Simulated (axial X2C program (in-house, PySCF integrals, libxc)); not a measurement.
# Low determinants of WSi at the PBE0 level, 2c

All values were computed with an in-house all-electron X2C program for linear molecules (integrals from PySCF). Two-component (2c) means X2C with spin–orbit coupling and atomic mean-field two-electron Coulomb and Gaunt terms. Basis: W dyall-cv3z [13s14p9d7f4g], Si dyall-v3z [8s7p2d1f] (cores contracted in-house); Gaussian nuclei, density fitting, unrestricted open shells. Masses: W 183.951 u, Si 27.977 u.

Search at 2.318 Å (vertical energies from the lowest determinant):

```
ΔE (eV)  state  electrons beyond evenly filled partner blocks  electrons in ±ω = 1/2, 3/2, 5/2, 7/2
   0.00  Ω = 3                               ω = 1/2, ω = 5/2                             53 24 9 2
   0.08  Ω = 1                              ω = -3/2, ω = 5/2                             52 25 9 2
   0.24  Ω = 1                              ω = -1/2, ω = 3/2                             53 25 8 2
   0.50  Ω = 2                 2 × ω = 1/2, ω = -3/2, ω = 5/2                             52 25 9 2
   0.52  Ω = 0                ω = -1/2, 2 × ω = 3/2, ω = -5/2                             53 24 9 2
   0.75  Ω = 2                              ω = -1/2, ω = 5/2                             53 24 9 2
   0.92  Ω = 2                               ω = 1/2, ω = 3/2                             53 25 8 2
```

Lowest determinant, Ω = 3 (⟨Sz⟩ = 1.96, ⟨Lz⟩ = 1.04 at PBE0): Re = 2.307 Å, ωe = 390.1 cm⁻¹.

The determinant in row 2 of the search, Ω = 1 (⟨Sz⟩ = 1.95, ⟨Lz⟩ = -0.95 at PBE0), was followed along the bond at PBE0; measured from the minimum of the lowest determinant it gives:

Te = 0.085 eV (689 cm⁻¹), Re = 2.320 Å, ωe = 381.0 cm⁻¹.

Task: Compare the bond of the determinant in row 2 with that of the lowest one.

Result: At PBE0 its Re is 0.013 Å longer and its force constant, which goes as ωe², is 0.95 times that of the lowest determinant. T0 ≈ Te + Δωe/2 = 689 + (-5) = 684 cm⁻¹.

The search compares states at one distance, so a state with another bond length can lie lower; it is not exhaustive and yields mostly the lowest determinant of each block pattern, so other components and higher states of one pattern are missing. These are energies of single determinants, not of spin-adapted states; PBE0 term energies can be off by some tenths of an eV, and the functional has no current term. Open-shell Ω = 0 determinants with evenly filled partner blocks cannot be reached by this program, so the Ω shown need not be the lowest component. The lowest determinant need not be the ground state where others lie within half an eV.
